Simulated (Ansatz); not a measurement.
`C[Si](C)(C)C#Cc1cnc(-c2cnc(-c3cnc(-c4cnc(-c5cnc(-c6cnc(C#C[Si](C)(C)C)s6)s5)s4)s3)s2)s1`, 66 atoms. Hardware: 4 threads of AMD EPYC 7R13 on a shared host and a share (37 GiB) of an NVIDIA H100 80GB HBM3.

Single mean-field runs in def2-SVP are fitted with def2-universal-jkfit.

(1) How many basis functions does each of these Ansatz runs have, and roughly what does it cost? PBE-D4/def2-SVP, charge -1 doublet at the geometry of the charge 0 singlet, energy, from earlier orbitals; r2SCAN-D4/def2-SVP, charge 0 singlet, energy, from earlier orbitals; PBE0-D4/def2-SVP, charge 0 singlet, energy, from earlier orbitals; PBE-D4/def2-SVP, charge 0 triplet at the geometry of the charge 0 singlet, energy, from earlier orbitals; PBE0-D4/def2-SVP, charge -1 doublet at the geometry of the charge 0 singlet, energy; PBE-D4/def2-SVP, charge 1 doublet at the geometry of the charge 0 singlet, energy, from earlier orbitals; PBE-D4/def2-SVP, charge 0 singlet, energy and forces, from earlier orbitals; PBE0-D4/def2-SVP, charge 1 doublet at the geometry of the charge 0 singlet, energy; PBE0-D4/def2-SVP, charge 0 triplet at the geometry of the charge 0 singlet, energy; PBE-D4/def2-SVP, charge 0 singlet, relaxation, 6 steps.

## Answers

(1) Other jobs shared the machine, so times can vary by a factor of up to 3. A dash marks memory too small to be measured apart from the calling script's.

| run | functions | fitting or Cholesky vectors | wall time | peak host memory (GiB) |
| --- | --- | --- | --- | --- |
| PBE0-D4/def2-SVP, charge 0 singlet, energy, from earlier orbitals | 740 | 4018 | 9.5 s | – |
| PBE-D4/def2-SVP, charge 0 singlet, energy and forces, from earlier orbitals | 740 | 4018 | 10 s | – |
| PBE-D4/def2-SVP, charge 1 doublet at the geometry of the charge 0 singlet, energy, from earlier orbitals | 740 | 4018 | 11 s | 1.4 |
| r2SCAN-D4/def2-SVP, charge 0 singlet, energy, from earlier orbitals | 740 | 4018 | 11 s | – |
| PBE-D4/def2-SVP, charge -1 doublet at the geometry of the charge 0 singlet, energy, from earlier orbitals | 740 | 4018 | 11 s | 1.4 |
| PBE-D4/def2-SVP, charge 0 triplet at the geometry of the charge 0 singlet, energy, from earlier orbitals | 740 | 4018 | 16 s | 1.4 |
| PBE0-D4/def2-SVP, charge -1 doublet at the geometry of the charge 0 singlet, energy | 740 | 4018 | 17 s | 1.4 |
| PBE0-D4/def2-SVP, charge 0 triplet at the geometry of the charge 0 singlet, energy | 740 | 4018 | 18 s | 1.5 |
| PBE0-D4/def2-SVP, charge 1 doublet at the geometry of the charge 0 singlet, energy | 740 | 4018 | 30 s | 1.4 |
| PBE-D4/def2-SVP, charge 0 singlet, relaxation, 6 steps | 740 | 4018 | 36 s | – |
